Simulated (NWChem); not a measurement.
The numbers come from NWChem runs, not from measurements. System: 1,3,5-triazine (C$_{3}$H$_{3}$N$_{3}$), charge 0, spin multiplicity 1, at a geometry optimised with B3LYP/def2-SVP. Level: RHF/def2-SVP.

The NWChem input:

```
start mol
memory heap 200 mb stack 900 mb global 1100 mb
geometry units angstroms nocenter noautoz
  C      0.000000     0.000000     1.296108
  N     -1.185944     0.000000     0.684696
  C     -1.122405     0.000000    -0.648061
  N      0.000000     0.000000    -1.369378
  C      1.122405     0.000000    -0.648061
  N      1.185944     0.000000     0.684696
  H      0.000000     0.000000     2.393599
  H     -2.072829     0.000000    -1.196801
  H      2.072829     0.000000    -1.196801
  symmetry group C2v
end
basis spherical
  * library def2-svp
end
scf
  rhf
  nopen 0
  maxiter 100
  thresh 1e-7
  semidirect memsize 60000000 filesize 0
end
task scf energy
```

Output (cleaned and shortened):

```
             Northwest Computational Chemistry Package (NWChem) 7.3.0
             --------------------------------------------------------

                                NWChem Input Module
                                -------------------

 Scaling coordinates for geometry "geometry" by  1.889725989
 (inverse scale =  0.529177249)

 Turning off AUTOSYM since
 SYMMETRY directive was detected!

                             Geometry "geometry" -> ""
                             -------------------------

 Output coordinates in angstroms (scale by  1.889725989 to convert to a.u.)

  No.       Tag          Charge          X              Y              Z
 ---- ---------------- ---------- -------------- -------------- --------------
    1 C                    6.0000     0.00000000     0.00000000     1.29610800
    2 N                    7.0000    -1.18594400     0.00000000     0.68469600
    3 C                    6.0000    -1.12240500     0.00000000    -0.64806100
    4 N                    7.0000     0.00000000     0.00000000    -1.36937800
    5 C                    6.0000     1.12240500     0.00000000    -0.64806100
    6 N                    7.0000     1.18594400     0.00000000     0.68469600
    7 H                    1.0000     0.00000000     0.00000000     2.39359900
    8 H                    1.0000    -2.07282900     0.00000000    -1.19680100
    9 H                    1.0000     2.07282900     0.00000000    -1.19680100

 Effective nuclear repulsion energy (a.u.)     211.7922099153

            Nuclear Dipole moment (a.u.)
            ----------------------------
        X                 Y               Z
 ---------------- ---------------- ----------------
    -0.0000000000     0.0000000000     0.0000207870

      Symmetry information
      --------------------

 Group name             C2v
 Group number             16
 Group order               4
 No. of unique centers     6

      Symmetry unique atoms

     1    2    3    4    7    8


 Summary of "ao basis" -> "" (spherical)
 ------------------------------------------------------------------------------
[...]
    21     -0.298228  2 N  px                77     -0.298228  6 N  px
     4      0.207372  1 C  px                46      0.162326  4 N  px

 Vector   22  Occ=0.000000D+00  E= 9.039215D-02  Symmetry=a2
              MO Center= -1.1D-12,  3.9D-16, -2.5D-01, r^2= 3.1D+00
   Bfn.  Coefficient  Atom+Function         Bfn.  Coefficient  Atom+Function
  ----- ------------  ---------------      ----- ------------  ---------------
    36      0.500671  3 C  py                64     -0.500671  5 C  py
    22     -0.391710  2 N  py                78      0.391710  6 N  py
    33      0.336819  3 C  py                61     -0.336819  5 C  py
    19      0.254865  2 N  py                75     -0.254865  6 N  py

 Vector   23  Occ=0.000000D+00  E= 9.040006D-02  Symmetry=b2
              MO Center= -1.4D-12,  1.6D-18,  2.5D-01, r^2= 3.1D+00
   Bfn.  Coefficient  Atom+Function         Bfn.  Coefficient  Atom+Function
  ----- ------------  ---------------      ----- ------------  ---------------
     8      0.578147  1 C  py                50      0.452308  4 N  py
     5      0.388933  1 C  py                47     -0.294278  4 N  py
    36     -0.289061  3 C  py                64     -0.289061  5 C  py
    22     -0.226174  2 N  py                78     -0.226174  6 N  py
    33     -0.194442  3 C  py                61     -0.194442  5 C  py

 Vector   24  Occ=0.000000D+00  E= 2.052386D-01  Symmetry=a1
              MO Center=  1.9D-15, -9.9D-18,  6.9D-04, r^2= 1.0D+01
   Bfn.  Coefficient  Atom+Function         Bfn.  Coefficient  Atom+Function
  ----- ------------  ---------------      ----- ------------  ---------------
    86      1.362225  7 H  s                 91      1.361742  8 H  s
    96      1.361742  9 H  s                  3     -0.860834  1 C  s
    31     -0.860541  3 C  s                 59     -0.860541  5 C  s
     9     -0.623381  1 C  pz                35      0.539657  3 C  px
    63     -0.539657  5 C  px                37      0.311534  3 C  pz

 center of mass
 --------------
 x =   0.00000000 y =   0.00000000 z =   0.00000058

 moments of inertia (a.u.)
 ------------------
         279.570040608958           0.000000000000           0.000000000000
           0.000000000000         559.131232805350           0.000000000000
           0.000000000000           0.000000000000         279.561192196391

  Mulliken analysis of the total density
  --------------------------------------

    Atom       Charge   Shell Charges
 -----------   ------   -------------------------------------------------------
    1 C    6     5.70   1.99  0.91  0.17  1.93  0.62  0.09
    2 N    7     7.38   1.99  1.01  0.56  2.33  1.46  0.03
    3 C    6     5.70   1.99  0.91  0.17  1.93  0.62  0.09
    4 N    7     7.38   1.99  1.01  0.56  2.33  1.46  0.03
    5 C    6     5.70   1.99  0.91  0.17  1.93  0.62  0.09
    6 N    7     7.38   1.99  1.01  0.56  2.33  1.46  0.03
    7 H    1     0.92   0.76  0.14  0.02
    8 H    1     0.92   0.76  0.14  0.02
    9 H    1     0.92   0.76  0.14  0.02

       Multipole analysis of the density wrt the origin
       ------------------------------------------------

     L   x y z        total         open         nuclear
     -   - - -        -----         ----         -------
     0   0 0 0     -0.000000      0.000000     42.000000

     1   1 0 0     -0.000000      0.000000     -0.000000
     1   0 1 0      0.000000      0.000000      0.000000
     1   0 0 1     -0.000043      0.000000      0.000021

     2   2 0 0    -26.315253      0.000000    154.988620
     2   1 1 0     -0.000000      0.000000      0.000000
     2   1 0 1     -0.000000      0.000000      0.000000
     2   0 2 0    -25.474091      0.000000      0.000000
     2   0 1 1      0.000000      0.000000      0.000000
     2   0 0 2    -26.313867      0.000000    154.994359

 Task  times  cpu:        1.8s     wall:        1.8s

 Total times  cpu:        1.8s     wall:        1.8s
```
